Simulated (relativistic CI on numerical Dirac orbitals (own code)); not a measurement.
**Electric-dipole transitions in Cs⁴³⁺**

Calculated at this level of theory: Dirac-Coulomb-Breit CI, KLI orbitals optimised for each configuration, a model potential for QED, unscaled Slater integrals (own radial code, finite nucleus).

Configurations in the expansion (outside the closed core [Ne]): 3s², 3s3p, 3p², 3s3d, 3d², 3p3d, 3p4s, 3d4s, 3s4s, 3s4p, 3s4d, 3s4f, 3s5s, 3s5p, 3s5d, 3s5f, 4s², 3s5g, 3s6s, 3s6p, 3s6d. Levels of other configurations are missing.

| λ vac (nm) | Lower | Upper | A (s⁻¹) | log gf | S velocity/length |
| --- | --- | --- | --- | --- | --- |
| 0.58025 | 3s3p ³P°2 [4] | 3s5d ³D3 [66] | 1.52e+13 | -0.27 | 0.96 |
| 0.62018 | 3s3d ³D2 [10] | 3s5f ³F°3 [69] | 1.81e+13 | -0.14 | 0.97 |
| 0.62457 | 3s3d ³D3 [11] | 3s5f ³F°4 [70] | 2.07e+13 | 0.04 | 0.97 |
| 0.75692 | 3s² ¹S0 [1] | 3s4p ¹P°1 [40] | 1.26e+13 | -0.49 | 0.99 |
| 0.77297 | 3s3p ³P°0 [2] | 3s4d ³D1 [44] | 1.53e+13 | -0.39 | 0.97 |
| 0.77712 | 3s3p ³P°1 [3] | 3s4d ³D2 [45] | 2.16e+13 | -0.01 | 0.97 |
| 0.81525 | 3s3p ³P°2 [4] | 3s4d ³D3 [46] | 2.83e+13 | 0.30 | 0.97 |
| 0.82931 | 3s3p ¹P°1 [5] | 3s4d ¹D2 [47] | 2.53e+13 | 0.12 | 0.98 |
| 0.85714 | 3p² ¹D2 [7] | 3s4f ¹F°3 [51] | 6.35e+12 | -0.31 | 0.97 |
| 0.88332 | 3s3d ³D1 [9] | 3s4f ³F°2 [48] | 4.96e+13 | 0.46 | 0.98 |
| 0.88579 | 3s3d ³D2 [10] | 3s4f ³F°3 [49] | 4.97e+13 | 0.61 | 0.98 |
| 0.89405 | 3s3d ³D3 [11] | 3s4f ³F°4 [50] | 5.82e+13 | 0.80 | 0.98 |
| 0.89675 | 3s3d ¹D2 [12] | 3s4f ¹F°3 [51] | 4.23e+13 | 0.55 | 0.97 |
| 0.92351 | 3p² ³P2 [13] | 3s4f ¹F°3 [51] | 8.72e+12 | -0.11 | 0.97 |
| 1.8290 | 3s4p ³P°2 [41] | 3s5d ³D3 [66] | 5.07e+12 | 0.25 | 1.01 |
| 1.9369 | 3s4d ³D1 [44] | 3s5f ³F°2 [68] | 8.20e+12 | 0.36 | 1.00 |
| 1.9377 | 3s4d ³D2 [45] | 3s5f ³F°3 [69] | 8.37e+12 | 0.52 | 1.00 |
| 1.9575 | 3s4d ¹D2 [47] | 3s5f ¹F°3 [71] | 8.96e+12 | 0.56 | 1.00 |
| 1.9581 | 3s4d ³D3 [46] | 3s5f ³F°4 [70] | 9.73e+12 | 0.70 | 1.00 |
| 2.0435 | 3s4f ³F°2 [48] | 3s5g ³G3 [72] | 1.51e+13 | 0.82 | 1.00 |
| 2.0465 | 3s4f ³F°3 [49] | 3s5g ³G4 [73] | 1.49e+13 | 0.93 | 1.00 |
| 2.0522 | 3s4f ³F°4 [50] | 3s5g ³G5 [74] | 1.63e+13 | 1.05 | 1.00 |
| 2.0700 | 3s4f ¹F°3 [51] | 3s5g ¹G4 [75] | 1.55e+13 | 0.95 | 1.00 |
| 5.2504 | 3s3p ³P°1 [3] | 3s3d ³D2 [10] | 2.85e+11 | -0.23 | 1.03 |
| 5.9592 | 3s² ¹S0 [1] | 3s3p ¹P°1 [5] | 3.13e+11 | -0.30 | 1.00 |
| 6.2378 | 3s3d ³D2 [10] | 3p3d ³D°3 [20] | 2.16e+11 | -0.06 | 1.00 |
| 6.4648 | 3s3p ¹P°1 [5] | 3p² ³P2 [13] | 2.91e+11 | -0.04 | 1.00 |
| 6.5918 | 3s3d ³D3 [11] | 3p3d ³F°4 [23] | 1.58e+11 | -0.03 | 0.99 |
| 7.3403 | 3s3p ³P°2 [4] | 3s3d ³D3 [11] | 9.27e+10 | -0.28 | 1.06 |
| 7.5932 | 3p² ³P2 [13] | 3p3d ¹F°3 [25] | 2.06e+11 | 0.10 | 1.06 |

Terms are leading LS components. Brackets give the number of a level in order of energy, since labels repeat. The list gives strong lines, with weight on those to low levels. Levels whose partners in the same complex of configurations lie outside the list can be far off, and so can their lines. Rates are taken at the computed energies, electric ones in the length gauge. A velocity-to-length ratio far from 1 marks an uncertain rate.

At this charge energies of transitions that change n are usually good to better than 1 %, and those within a shell (Δn = 0) to a few per cent.

Task: From the table, what is the radiative lifetime of 3s4f ¹F°3?

Result: The listed rates from this level add up to about 5.73e+13 s⁻¹, 98 % of its decay; with all channels τ = 1.72e-14 s.

LS names give the leading component of a level, which can be under half, so a name can repeat, a term be missing and a line seem to break the LS rules.
